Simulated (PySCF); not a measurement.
Ge(NMe2)(SiH3), SMILES C[N](C)[Ge][SiH3], B3LYP/def2-SVP optimised geometry.

```
14

Ge    -1.10     0.34     0.00
N     -0.41     0.98    -1.60
C     -0.75     2.33    -2.00
C      0.47     0.33    -2.57
H      0.15     2.97    -2.11
H     -1.28     2.34    -2.97
H     -1.41     2.80    -1.25
H     -0.02     0.28    -3.56
H      1.41     0.90    -2.69
H      0.73    -0.69    -2.26
Si    -0.09    -1.96     0.00
H     -0.52    -2.67     1.24
H      1.41    -1.96     0.00
H     -0.52    -2.80    -1.16
```

Density from B3LYP/def2-TZVP run with PySCF at that geometry.

Minimum of the electron density along straight lines between bonded atoms, close to the bond critical point (lines longer than 1.1 times the sum of covalent radii, or with two minima, are not listed):

```json
[
 {"bond": "Ge1–N2", "length / Å": "1.851", "ρ at the minimum / e bohr⁻³": "…", "∇²ρ there / e bohr⁻⁵": "0.47", "position (fraction from the first atom)": "0.47"},
 {"bond": "N2–C3", "length / Å": "1.458", "ρ at the minimum / e bohr⁻³": "0.268", "∇²ρ there / e bohr⁻⁵": "-0.68", "position (fraction from the first atom)": "0.59"},
 {"bond": "N2–C4", "length / Å": "1.453", "ρ at the minimum / e bohr⁻³": "0.270", "∇²ρ there / e bohr⁻⁵": "-0.70", "position (fraction from the first atom)": "0.59"},
 {"bond": "C3–H5", "length / Å": "1.107", "ρ at the minimum / e bohr⁻³": "0.273", "∇²ρ there / e bohr⁻⁵": "-0.92", "position (fraction from the first atom)": "0.64"},
 {"bond": "C3–H6", "length / Å": "1.107", "ρ at the minimum / e bohr⁻³": "0.273", "∇²ρ there / e bohr⁻⁵": "-0.92", "position (fraction from the first atom)": "0.64"},
 {"bond": "C3–H7", "length / Å": "1.100", "ρ at the minimum / e bohr⁻³": "0.279", "∇²ρ there / e bohr⁻⁵": "-0.97", "position (fraction from the first atom)": "0.65"},
 {"bond": "C4–H8", "length / Å": "1.107", "ρ at the minimum / e bohr⁻³": "0.273", "∇²ρ there / e bohr⁻⁵": "-0.92", "position (fraction from the first atom)": "0.64"},
 {"bond": "C4–H9", "length / Å": "1.107", "ρ at the minimum / e bohr⁻³": "0.273", "∇²ρ there / e bohr⁻⁵": "-0.92", "position (fraction from the first atom)": "0.64"},
 {"bond": "C4–H10", "length / Å": "1.097", "ρ at the minimum / e bohr⁻³": "0.281", "∇²ρ there / e bohr⁻⁵": "-0.98", "position (fraction from the first atom)": "0.64"},
 {"bond": "Ge1–Si11", "length / Å": "2.512", "ρ at the minimum / e bohr⁻³": "…", "∇²ρ there / e bohr⁻⁵": "…", "position (fraction from the first atom)": "0.49"},
 {"bond": "Si11–H12", "length / Å": "1.498", "ρ at the minimum / e bohr⁻³": "0.117", "∇²ρ there / e bohr⁻⁵": "0.15", "position (fraction from the first atom)": "0.49"},
 {"bond": "Si11–H13", "length / Å": "1.501", "ρ at the minimum / e bohr⁻³": "0.115", "∇²ρ there / e bohr⁻⁵": "0.15", "position (fraction from the first atom)": "0.49"},
 {"bond": "Si11–H14", "length / Å": "1.501", "ρ at the minimum / e bohr⁻³": "0.115", "∇²ρ there / e bohr⁻⁵": "0.15", "position (fraction from the first atom)": "0.49"}
]
```

Question: Fill in the missing entries.

Answer: 
- Ge1–N2, ρ at the minimum / e bohr⁻³: 0.130
- Ge1–Si11, ρ at the minimum / e bohr⁻³: 0.077
- Ge1–Si11, ∇²ρ there / e bohr⁻⁵: -0.08
